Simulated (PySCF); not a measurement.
Species: C8H10AlN.
Numbering: `[CH3:1][C:2]#[C:3][c:4]1[cH:5][cH:6][cH:7][n+:8]([AlH3-:9])[cH:10]1`

Cartesian coordinates in Å at the PBE0-D3(BJ)/def2-SVP level; atoms count from 1:
```xyz
20
C8H10AlN angstrom
C      4.2481   -0.8255    0.9326
C      2.9252   -0.4049    0.5129
C      1.8142   -0.0595    0.1651
C      0.5081    0.3417   -0.2369
C      0.2928    1.4285   -1.1019
C     -1.0041    1.7718   -1.4592
C     -2.0637    1.0299   -0.9501
N     -1.8623   -0.0048   -0.1254
Al    -3.4495   -1.0749    0.6282
C     -0.6214   -0.3464    0.2259
H      4.4248   -1.8812    0.6737
H      4.3654   -0.7223    2.0227
H      5.0290   -0.2205    0.4472
H      1.1483    1.9893   -1.4832
H     -1.2011    2.6099   -2.1294
H     -3.1063    1.2490   -1.1940
H     -3.0691   -2.5552    0.1286
H     -4.6427   -0.3051   -0.1301
H     -3.2679   -0.8041    2.2029
H     -0.5184   -1.2005    0.9005
```

Definitions: NICS(0) = −σiso at the ring centroid; NICS(1) = −σiso and NICS(1)zz = −σzz at ±1 Å along the ring normal z. Level: GIAO HF/pcSseg-1 (PySCF, non-relativistic, gas phase) on the PBE0-D3(BJ)/def2-SVP geometry, one conformer.

Ring bond lengths (Å): C4–C5 1.406, C5–C6 1.388, C6–C7 1.390, C7–N8 1.338, N8–C10 1.334, C10–C4 1.401.

Q: Give the NICS values of each ring in ppm.

A: 
```json
{"ring": "C4–C5–C6–C7–N8–C10", "type": "6-membered ring with N; formal bonds all aromatic", "NICS(0)": "-8.8", "NICS(1), two faces": "-11.6 / -11.6", "NICS(1)zz, two faces": "-28.2 / -28.2", "rms pucker (Å)": "0.00", "centre to ring atoms, mean (Å)": "1.38"}
```

Q: What can be read from them?

A: 
- C4–C5–C6–C7–N8–C10: mean NICS(1)zz -28.2 ppm, shielded. The ring is flat and has no four-coordinate atom; by the NICS criterion it is aromatic.

Q: And the bond-length index? HOMA = 1 − mean of α(R − Ropt)² over the ring bonds, with Krygowski's 1993 parameters (CC: Ropt 1.388 Å, α 257.7 Å⁻²; CN: Ropt 1.334 Å, α 93.52 Å⁻²).

A: 
- C4–C5–C6–C7–N8–C10: HOMA 0.98; the largest term is that of C4–C5, α(R − Ropt)² = 0.08. The geometric and the magnetic index point the same way.

Q: At the second NICS(1) probe listed for ring C4–C5–C6–C7–N8–C10, 1 Å off the ring, how large is the induced field along the normal in 7.05 T applied along it?

A: NICSzz × B0 = -28.2 ppm × 7.05 T = -199 μT, against the applied field.

Q: What are the shieldings of the ring atoms and their hydrogens in the same run (means over atoms taken as equivalent)?

A: 
| atoms | environment | σ isotropic (ppm) | principal values of the symmetric part, first atom (ppm) |
| --- | --- | --- | --- |
| C4 | substituted aromatic carbon | 66.1 | -49.5, 65.1, 182.7 |
| C5 | aromatic CH carbon | 32.4 | -89.6, 8.3, 178.4 |
| C6 | aromatic CH carbon | 65.0 | -50.1, 59.8, 185.3 |
| C7 | aromatic CH next to a ring nitrogen | 30.7 | -85.1, 15.1, 162.0 |
| N8 | nitrogen bonded to Al and 2 C | -22.0 | -191.5, -158.8, 284.2 |
| C10 | aromatic CH next to a ring nitrogen | 24.7 | -90.7, 10.7, 154.1 |
| H14 | aromatic hydrogen | 23.27 | 19.5, 22.3, 28.0 |
| H15 | aromatic hydrogen | 24.27 | 20.5, 25.2, 27.1 |
| H16 | aromatic hydrogen | 22.48 | 17.4, 22.8, 27.2 |
| H20 | aromatic hydrogen | 22.50 | 17.1, 21.1, 29.3 |

Q: How do the values depend on the level or the medium?

A: 
```json
{"level": "HF/pcSseg-1, gas", "NICS(0), C4–C5–C6–C7–N8–C10": "-8.8", "mean NICS(1)zz, C4–C5–C6–C7–N8–C10": "-28.2"}
{"level": "PBE0/pcSseg-1, gas", "NICS(0), C4–C5–C6–C7–N8–C10": "-7.4", "mean NICS(1)zz, C4–C5–C6–C7–N8–C10": "-25.5"}
{"level": "PBE0/pcSseg-1, IEF-PCM dichloromethane", "NICS(0), C4–C5–C6–C7–N8–C10": "-7.3", "mean NICS(1)zz, C4–C5–C6–C7–N8–C10": "-25.6"}
{"level": "PBE0/pcSseg-1, IEF-PCM water", "NICS(0), C4–C5–C6–C7–N8–C10": "-7.3", "mean NICS(1)zz, C4–C5–C6–C7–N8–C10": "-25.6"}
```

The geometry is the same throughout; the continuum's cavity takes Bondi-type radii × 1.2.

On an Arm Neoverse N1 with one thread, on a shared host, this took 43 s and 1.1 GiB of memory at its peak. This is the whole shielding run at HF/pcSseg-1, SCF included.
